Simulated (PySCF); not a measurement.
## [Hg(NH3)]2+ at several levels of theory

Computed with PySCF 2.14.0 (density fitting, no spin-orbit coupling) at the geometry relaxed with PBE0:

```xyz
5
[Hg(NH3)]2+ (singlet)
Hg    0.0000    0.0000   -0.1570
N     0.0000    0.0000    1.9748
H     0.9731    0.0000    2.3348
H    -0.4866    0.8427    2.3348
H    -0.4865   -0.8427    2.3348
```

| level | basis | state | HOMO (eV) | gap (eV) | charge on Hg1 (e) | dipole about the centre of mass (D) | largest force component (eV/Å) |
| --- | --- | --- | --- | --- | --- | --- | --- |
| PBE0 | Hg def2-SVP with ECP60, N def2-SVP, H def2-SVP | singlet | -23.65 | 6.45 | 1.36 | 6.08 | 0.00 |
| PBE | the same | singlet | -22.49 | 4.16 | 1.29 | 6.57 | 0.41 |
| PBE0 | Hg def2-TZVP with ECP60, N def2-TZVP, H def2-TZVP | singlet | -23.55 | 6.38 | 1.37 | 6.13 | 0.29 |

Charges are Mulliken's, which hang on the basis. The relaxation used the grid (50, 194), these runs (75, 302) or, all-electron (x2c bases, spin-free X2C Hamiltonian), (99, 590).

**Question.** What does wB97X with Hg def2-SVP with ECP60, N def2-SVP, H def2-SVP give here?

**Answer.** state singlet, HOMO (eV) -25.93, gap (eV) 11.09, charge on Hg1 (e) 1.39, dipole about the centre of mass (D) 5.70, largest force component (eV/Å) 0.19. Time: 3 s on 2 threads of Intel(R) Xeon(R) Platinum 8259CL CPU @ 2.50GHz (Skylake/Cascade Lake) (shared host), from an already converged density.

In the first row's basis the gap widens with exact exchange: 4.2 eV for PBE (none); 6.5 eV for PBE0 (a fixed share); 11.1 eV for wB97X (rising or full at long range).
